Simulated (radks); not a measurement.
Q: These are the eigenvalues of the occupied orbitals of an atom or ion with whole-number occupations (Ry). All-electron calculation, Dirac Kohn-Sham, PBE, spin-unpolarised, spherical densities, point nucleus. Program: a radial shooting solver on a logarithmic mesh with Libxc functionals.

orbital  eigenvalue
1s1/2     -2038.603
2s1/2     -305.1403
2p1/2     -284.5499
2p3/2     -269.0507
3s1/2     -57.89636
3p1/2     -49.58929
3p3/2     -46.78970
3d3/2     -32.10290
3d5/2     -31.52935
4s1/2      -8.77640
4p1/2      -6.06447
4p3/2      -5.57585
4d3/2      -1.39411
4d5/2      -1.33097
5s1/2      -0.59497
5p1/2      -0.19409

Which element is it, and in what charge state? The configuration may be excited. Open shells, if any, fill j = l - 1/2 first.

A: Z = 49, indium, charge 0: In in [Kr] 4d10 5s2 5p1. The list shows which subshells hold electrons but not how many an open one holds; the 1s level, -1019.3 hartree, gives Z - s = 45.2 by -(Z - s)^2/2, which with screening and relativity narrows Z to a few neighbours, and the depths of the outer levels then fix element, charge and occupations together.
